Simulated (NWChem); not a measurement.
# AlH, singlet; SMILES [AlH]

```xyz
2

Al     0.0000     0.0000     0.1423
H      0.0000     0.0000    -1.5249
```
Atoms are numbered in this order, from 1.

Low-valent species are run as closed-shell singlets; no triplet was tried in these runs. Coordinates come from a PBE0/def2-SVP optimisation.

 States above −ε(HOMO) = 4.9 eV lie in this functional's continuum and hang on the basis.

Task: List the 4 lowest vertical singlet excitations and the 4 lowest triplet ones from PBE/aug-cc-pVDZ, TDA (NWChem).

Result: 
```
state  energy (eV)  oscillator strength  leading excitation (squared amplitude)
-----  -----------  -------------------  --------------------------------------
S1            2.85                0.057                      HOMO → LUMO (0.96)
S2            2.85                0.057                    HOMO → LUMO+1 (0.96)
S3            5.01                0.141                    HOMO → LUMO+2 (0.88)
S4            5.36                0.077                    HOMO → LUMO+3 (0.80)
T1            1.64       spin-forbidden                      HOMO → LUMO (0.99)
T2            1.64       spin-forbidden                    HOMO → LUMO+1 (0.99)
T3            4.64       spin-forbidden                    HOMO → LUMO+2 (0.71)
T4            4.95       spin-forbidden                    HOMO → LUMO+3 (0.62)
```
